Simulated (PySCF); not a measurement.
C₉H₁₆O.
Numbering: `[CH3:1][O:2][C@@H:3]1[CH2:4][CH2:5][C@H:6]2[CH2:7][CH2:8][C@@H:9]1[CH2:10]2` (hydrogens: H11, H12, H13 on C1; H14 on C3; H15, H16 on C4; H17, H18 on C5; H19 on C6; H20, H21 on C7; H22, H23 on C8; H24 on C9; H25, H26 on C10)

The geometry is computed with GFN2-xTB (gas phase).

(1) What internal coordinates does the optimisation give?

## Answers

(1) 
```
          bond  length (Å)   order
         C1–O2       1.401  single
         O2–C3       1.418  single
         C3–C4       1.532  single
         C4–C5       1.528  single
         C5–C6       1.529  single
         C6–C7       1.536  single
         C7–C8       1.541  single
         C8–C9       1.534  single
        C9–C10       1.526  single
         C3–C9       1.541  single
        C6–C10       1.526  single
C1–H11, C1–H12       1.093  single
        C1–H13       1.098  single
        C3–H14       1.106  single
        C4–H15       1.091  single
        C4–H16       1.090  single
        C5–H17       1.093  single
        C5–H18       1.091  single
        C6–H19       1.093  single
        C7–H20       1.090  single
        C7–H21       1.089  single
        C8–H22       1.090  single
        C8–H23       1.091  single
        C9–H24       1.093  single
       C10–H25       1.091  single
       C10–H26       1.089  single
```

Bonds in one row agree within 0.01 Å and their mean is given. Orders are formal, as drawn. A selection of angles:
```
    angle  degrees
 C1–O2–C3    115.2
 O2–C3–C4    107.1
 O2–C3–C9    112.6
 C4–C3–C9    110.7
 C3–C4–C5    112.4
 C4–C5–C6    111.4
 C5–C6–C7    111.8
C5–C6–C10    108.2
C7–C6–C10    102.9
 C6–C7–C8    105.2
 C7–C8–C9    105.3
C8–C9–C10    103.1
 C3–C9–C8    111.3
C3–C9–C10    108.5
C6–C10–C9    100.6
```

Torsions: C1–O2–C3–C4 -166° (antiperiplanar); O2–C3–C4–C5 -78° (synclinal); C3–C4–C5–C6 -46° (synclinal); C4–C5–C6–C7 -51° (synclinal); C5–C6–C7–C8 87° (synclinal); C6–C7–C8–C9 1° (synperiplanar); C7–C8–C9–C10 28° (synperiplanar); C8–C9–C10–C6 -45° (synclinal); O2–C3–C9–C8 172° (antiperiplanar); C5–C6–C10–C9 -73° (synclinal).

Of the pairs four or more bonds apart, O2···H26 is among the closest relative to their van der Waals radii: 2.50 Å, 92 % of the sum of Bondi's values. The 6-membered ring C3–C4–C5–C6–C10–C9 has internal angles of 100.6° to 112.4°; it is puckered, 0.27 Å rms from its mean plane, widest ring torsion 73°. The 5-membered ring C6–C7–C8–C9–C10 has internal angles of 100.6° to 105.3° (sum 517°, against 540° for a flat polygon); it is puckered, 0.21 Å rms from its mean plane, widest ring torsion 46°. O2 (ether oxygen) is bent (angle 115.2°).

Point group: C1 (no symmetry element, even within 0.4 Å). GFN2-xTB frequencies: not computed here. The numbers are those of one conformer.
